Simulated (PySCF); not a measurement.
Computed properties of MIBK (C6H12O), SMILES CC(=O)CC(C)C

MIBK (C6H12O), SMILES CC(C)CC(C)=O. Geometry optimised at B3LYP-D3(BJ)/def2-SVP. Other conformers were not sampled. All values are computed for the isolated molecule unless a solvent is named; none is compared with measurement here.

**Structure.** All 51 harmonic modes at B3LYP-D3(BJ)/def2-SVP (PySCF) are real, so it is a minimum. With heavy atoms numbered as in [CH3:1][CH:2]([CH3:3])[CH2:4][C:5]([CH3:6])=[O:7], the shortest bond between them is C5–O7 at 1.212 Å and the longest C2–C3 at 1.532 Å.

**Vibrations.** The strongest infrared lines (harmonic, unscaled, degenerate partners summed) lie at 1828 cm⁻¹ (142 km/mol, C 63 %, O 36 %), 1394 cm⁻¹ (52 km/mol, H 56 %, C 44 %), 1186 cm⁻¹ (50 km/mol, C 53 %, H 46 %). The softest mode is at 52 cm⁻¹ and the zero-point energy is 105.6 kcal/mol.

**Electronic structure.** ωB97X/def2-TZVP (PySCF) places the frontier levels at -9.63 and 1.96 eV, a gap of 11.59 eV, and gives a dipole moment of 2.69 D.

**Excitations.** TDA-M06-2X/def2-SVPD (PySCF) has S1 at 4.26 eV (291 nm, f = 0.000, dark); the most intense of the 6 singlets computed lies at 7.19 eV (f = 0.03). T1 (TDA) is at 3.79 eV, 0.47 eV under S1. No vertical singlet excitation falls in the visible range (under 3.1 eV).

**NMR.** GIAO shifts at PBE0/pcSseg-1 (PySCF) (non-relativistic, atoms alike by connectivity averaged): ¹³C from 25.4 to 213.3 ppm against TMS; ¹H from 1.2 to 2.4 ppm against TMS.
